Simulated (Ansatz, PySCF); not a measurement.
Energy difference 2 R1 → P1 + P2, each structure at its B3LYP-D3(BJ)/def2-TZVP stationary point, reached from a drawn start (curvature not checked).
P1: Br3Te (SMILES Br[Te](Br)Br), charge 0, multiplicity 2.
R1: Br2Te (SMILES Br[Te]Br), charge 0, multiplicity 1.
P2, BrTe (SMILES Br[Te]) (charge 0, multiplicity 2):
```json
[
 {"atom": "Te", "x (Å)": "-0.0092", "y (Å)": "-0.0185", "z (Å)": "-1.2451"},
 {"atom": "Br", "x (Å)": "0.0092", "y (Å)": "0.0185", "z (Å)": "1.2451"}
]
```

P less R. No zero-point or thermal terms; singlets are restricted closed shells; open shells are unrestricted; no spin–orbit coupling.

Run with Ansatz (Gaussian basis) for Hartree–Fock, density functionals and correlated methods; PySCF for the D3/D4 terms. All values are computed, each at the level named. Elements past Kr take the def2 small-core potentials, without spin–orbit coupling.

Problem. What reaction energy does B3LYP-D3(BJ)/def2-TZVPP give?

Solution. 93 kJ/mol

Problem. What is the computed reaction energy (PBE0-D3(BJ)/def2-TZVPP)?

Solution. 101 kJ/mol

Problem. Give the reaction energy at the level r2SCAN-D4/def2-TZVPP.

Solution. 80 kJ/mol

Ansatz is an electronic-structure program.
